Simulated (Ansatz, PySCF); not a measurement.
SbClBr₂, SMILES [Br][Sb]([Br])[Cl]. Atoms are numbered in the order given.

```xyz
4

Sb     0.6829    -0.4503     0.0000
Cl    -0.8683    -2.2518     0.0000
Br    -0.2866     0.8750     1.9212
Br    -0.2866     0.8750    -1.9212
```
Charge 0, spin multiplicity 1.

Coordinates come from a r2SCAN-D4/def2-SVP optimisation. The structure was generated by enumeration; whether it is a known compound was not checked. The def2 effective core potentials stand for the cores of Sb; spin–orbit coupling is left out.

Vertical ionisation energy (IE) and electron affinity (EA) in eV. Rows of orbital energies are one-electron estimates. Where ΔSCF, EOM or ADC give a negative EA the extra electron is unbound and the value depends on the basis.

| level | IE | EA |
|---|---|---|
| −ε(HOMO), −ε(LUMO), r2SCAN/def2-TZVP (PySCF) | 7.52 | 2.92 |
| −ε(HOMO), −ε(LUMO), PBE/def2-TZVP (PySCF) | ___ | ___ |
| ΔSCF, PBE/def2-SVPD (Ansatz), final states of multiplicity 2 and 2 | 9.89 | 0.87 |

### Question
Complete the blanks. (An estimate is asked for; the answer gives what the named calculation found.)

### Answer

- −ε(HOMO), −ε(LUMO), PBE/def2-TZVP (PySCF), IE: 7.20
- −ε(HOMO), −ε(LUMO), PBE/def2-TZVP (PySCF), EA: 3.03

### Question
What vertical singlet–triplet gap does ΔSCF give with PBE/def2-SVPD (Ansatz, an electronic-structure program)? (An estimate is asked for; the answer gives what the named calculation found.)

### Answer
3.93 eV (triplet above singlet where positive).
